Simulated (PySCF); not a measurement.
# Working out the ionisation energy of Ir

Ir [Xe] 4f14 5d7 6s2 (4F) → Ir⁺ [Xe] 4f14 5d7 6s1 (5F). Calculation: PySCF 2.14, in def2-TZVP with the def2 core potential (60 electrons) (6s4p3d1f, 40 functions); scalar relativity through the core potential. Frozen: 5s2 5p6. Energies in hartree (1 hartree = 27.21139 eV):

```
             part   Ir (lower)  Ir⁺ (upper)
              UHF  -103.443214  -103.185038
MP2 opposite-spin    -0.114071    -0.071922
    MP2 same-spin    -0.065297    -0.059565
```

**Question.** What does Hartree-Fock give?

**Answer.** (-103.185038) − (-103.443214) = 0.258176 hartree = 7.025 eV.

**Question.** What do MP2 and SCS-MP2 (6/5 opposite-spin, 1/3 same-spin) give?

**Answer.** The opposite-spin parts differ by 1.147 eV and the same-spin parts by 0.156 eV. MP2: 7.025 + (1.147) + (0.156) = 8.328 eV. SCS-MP2: 7.025 + 1.2 × (1.147) + (0.156)/3 = 8.453 eV.

Measured between the centres of the two terms (NIST): 8.926 eV, so MP2 (valence) is off by -0.598 eV.

What remains against the reference includes basis incompleteness, the frozen core and correlation beyond second order.
